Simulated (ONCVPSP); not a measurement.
# u(r) = r·R(r): atom against pseudo-atom (Se)

Columns: radius, all-electron u(r) and pseudo u(r) of the 4s shell (level -17.29 eV) of selenium in the configuration [Ar] 3d10 4s2 4p4; PBE, scalar-relativistic, ONCV scheme, ONCVPSP 4.0.1.

| r (bohr) | all-electron | pseudo |
| --- | --- | --- |
| 0.082 | 0.1371 | 0.0317 |
| 0.165 | 0.2114 | 0.0642 |
| 0.248 | -0.0582 | 0.0981 |
| 0.330 | -0.3006 | 0.1343 |
| 0.413 | -0.4005 | 0.1753 |
| 0.495 | -0.3673 | 0.2212 |
| 0.578 | -0.2468 | 0.2735 |
| 0.660 | -0.0855 | 0.3300 |
| 0.742 | 0.0872 | 0.3896 |
| 0.825 | 0.2544 | 0.4508 |
| 0.908 | 0.4034 | 0.5111 |
| 0.990 | 0.5278 | 0.5689 |
| 1.072 | 0.6285 | 0.6247 |
| 1.155 | 0.7073 | 0.6788 |
| 1.238 | 0.7649 | 0.7295 |
| 1.320 | 0.8034 | 0.7734 |
| 1.402 | 0.8263 | 0.8076 |
| 1.485 | 0.8358 | 0.8282 |
| 1.568 | 0.8339 | 0.8326 |
| 1.650 | 0.8230 | 0.8230 |
| 1.733 | 0.8046 | 0.8046 |
| 1.815 | 0.7807 | 0.7807 |
| 1.898 | 0.7523 | 0.7524 |
| 1.980 | 0.7212 | 0.7213 |
| 2.062 | 0.6881 | 0.6882 |
| 2.145 | 0.6533 | 0.6534 |

Task: How many radial nodes do the two functions have?

Result: The all-electron 4s function has n − l − 1 = 3 (the table is too coarse to show those close to the nucleus); the pseudo-wave has 0, since the states of the same l below it are removed with the core.

Task: At about which radius was the pseudo-wave matched?

Result: 1.65 bohr, where the columns begin to agree (steps of 0.08 bohr).

Task: Is the pseudo-wave norm-conserving?

Result: Yes: the ONCV scheme keeps the norm inside the radius equal to the all-electron one, which fixes the energy derivative of the logarithmic derivative at the level.
